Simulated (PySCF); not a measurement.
C7H7 (doublet state).
SMILES with atom numbers: `[C:1]1=[CH:2][CH:3]=[CH:4][CH:5]=[CH:6][CH2:7]1` (hydrogens: H8 on C2; H9 on C3; H10 on C4; H11 on C5; H12 on C6; H13, H14 on C7)

Structure used (GFN2-xTB), in Å, numbered top down from 1:
```
atom  x, y, z in Å
C1    -0.404   -1.514   -0.293
C2     0.907   -1.391   -0.317
C3     1.595   -0.238    0.227
C4     1.073    1.005    0.267
C5    -0.202    1.381   -0.275
C6    -1.305    0.619   -0.344
C7    -1.445   -0.701    0.343
H8     1.528   -2.169   -0.740
H9     2.619   -0.398    0.538
H10    1.710    1.819    0.590
H11   -0.242    2.375   -0.704
H12   -2.146    0.957   -0.935
H13   -1.248   -0.624    1.420
H14   -2.442   -1.119    0.201
```

Structure optimised with GFN2-xTB, isolated species. This method treats the open shell by occupation alone, without spin polarisation.

Take the most abundant isotopes and a rigid rotor. The values belong to one conformer with, in the numbering `[C:1]1=[CH:2][CH:3]=[CH:4][CH:5]=[CH:6][CH2:7]1`, C1–C2–C3–C4 -30°, C3–C4–C5–C6 33°, C5–C6–C7–C1 -63°, C2–C1–C7–C6 63°.

**Question.** Give the principal moments of inertia and the rotational constants in MHz.

**Answer.** Ia = 123.90, Ib = 138.45, Ic = 239.50 u·Å²; 505379 MHz·u·Å²/I gives A = 4079, B = 3650, C = 2110 MHz.

**Question.** Classify the top.

**Answer.** An asymmetric top: κ = (2 × 3650 − 4079 − 2110)/(4079 − 2110) = 0.56.

**Question.** Is it planar, by Δ = Ic − Ia − Ib?

**Answer.** Not planar: Δ = Ic − Ia − Ib = -22.85 u·Å². For a rigid frame Δ = −2 Σ m c², so Σ m c² = 11.43 u·Å² lies off the ab plane: 4.66 from hydrogen and 6.76 from heavier atoms. The atom farthest from that plane is 1.55 Å away.

**Question.** List the rotational levels J(Ka,Kc) to J = 3 (K).

**Answer.** Above 0(0,0), as E/k:
J = 1: 1(0,1) 0.276, 1(1,1) 0.297, 1(1,0) 0.371
J = 2: 2(0,2) 0.772, 2(1,2) 0.776, 2(1,1) 0.998, 2(2,1) 1.060, 2(2,0) 1.117
J = 3: 3(0,3) 1.465, 3(1,3) 1.466, 3(1,2) 1.871, 3(2,2) 1.889, 3(2,1) 2.082, 3(3,1) 2.205, 3(3,0) 2.244
Those of J = 1 are B + C, A + C and A + B.

For this open shell read J as N, the rotation without spin; fine and hyperfine splittings come on top. Not checked by GFN2-xTB frequencies. Zero-point vibration and centrifugal distortion are left out.

The numbers are calculated, not measured.
